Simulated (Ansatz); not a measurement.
CH₅Cl₂GeN (`C[NH][GeH]([Cl])[Cl]`), charge 0, multiplicity 1.

Give a relaxed structure at PBE0-D4/def2-TZVP (Ansatz). (Best estimate.)

The calculation gave: 
Cartesian coordinates in Å:
```
C 0.3343 1.0894 -0.9232
N -0.3298 -0.1761 -0.6579
Ge 0.0013 -1.0325 0.8984
Cl -0.3879 0.2028 2.6272
Cl -1.3496 -2.6849 0.9748
H -0.0440 1.9264 -0.3242
H 0.2306 1.3453 -1.9803
H 1.4045 0.9931 -0.7220
H -1.3109 -0.1651 -0.8999
H 1.4516 -1.4985 1.0070
```
This is one stationary point; other conformers may exist.
